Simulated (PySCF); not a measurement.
Compound: C2H8B2S.
Structure used (PBE0-D3(BJ)/def2-SVP), in Å, numbered top down from 1:
```
atom  x, y, z in Å
B1    -0.684    1.087   -0.591
B2    -0.510   -0.393    0.171
C3    -1.650   -1.479    0.290
S4     1.051   -0.794    0.942
C5     2.122    0.646    0.650
H6    -1.084    2.070   -0.003
H7    -0.396    1.250   -1.759
H8    -2.494   -1.057    0.862
H9    -2.056   -1.730   -0.704
H10   -1.335   -2.412    0.782
H11    1.701    1.551    1.111
H12    2.276    0.811   -0.425
H13    3.094    0.437    1.115
```

The closed-shell ground state was solved at several levels (PySCF, density fitting, gas phase, non-relativistic).

```json
{"level": "PBE0/cc-pVTZ", "basis functions": "266", "HOMO (eV)": "-7.42", "LUMO (eV)": "-1.76", "gap (eV)": "5.66", "dipole (D)": "0.83"}
{"level": "BLYP/pcSseg-2", "basis functions": "299", "HOMO (eV)": "-6.15", "LUMO (eV)": "-2.62", "gap (eV)": "3.53", "dipole (D)": "0.81"}
{"level": "wB97X-D/pcSseg-2", "basis functions": "299", "HOMO (eV)": "-9.26", "LUMO (eV)": "0.08", "gap (eV)": "9.34", "dipole (D)": "0.93"}
{"level": "PBE0/6-31G*", "basis functions": "90", "HOMO (eV)": "-7.31", "LUMO (eV)": "-1.46", "gap (eV)": "5.85", "dipole (D)": "0.92"}
{"level": "PBE0/pcSseg-0", "basis functions": "65", "HOMO (eV)": "-7.69", "LUMO (eV)": "-1.92", "gap (eV)": "5.77", "dipole (D)": "1.24"}
{"level": "PBE0/STO-3G", "basis functions": "37", "HOMO (eV)": "-4.78", "LUMO (eV)": "1.65", "gap (eV)": "6.43", "dipole (D)": "0.84"}
{"level": "PBE0/cc-pVDZ", "basis functions": "114", "HOMO (eV)": "-7.34", "LUMO (eV)": "-1.65", "gap (eV)": "5.69", "dipole (D)": "0.79"}
```

Question: What might KT3/pcSseg-2 (299 basis functions) give for the same quantities?

Answer: HOMO -6.39 eV, LUMO -2.68 eV, gap 3.71 eV, dipole 0.81 D.

Question: Over all these levels, which gives the widest orbital gap and which the narrowest?

Answer: wB97X-D/pcSseg-2 (range-separated hybrid) has the widest, 9.34 eV, and BLYP/pcSseg-2 (GGA) the narrowest, 3.53 eV. The two share the basis. From the narrowest to the widest the HOMO moves by -3.11 eV and the LUMO by +2.70 eV.

Question: How much does the basis alone move the frontier levels among the 5 PBE0 rows?

Answer: The HOMO by 2.91 eV and the LUMO by 3.57 eV. By rising basis size (HOMO, LUMO in eV): STO-3G -4.78, 1.65; pcSseg-0 -7.69, -1.92; 6-31G* -7.31, -1.46; cc-pVDZ -7.34, -1.65; cc-pVTZ -7.42, -1.76.

Question: How far do the dipole and the HOMO energy spread over the levels?

Answer: The dipole runs from 0.79 to 1.24 D (mean 0.90 D) and the HOMO from -9.26 to -4.78 eV.

One conformer stands for the species.
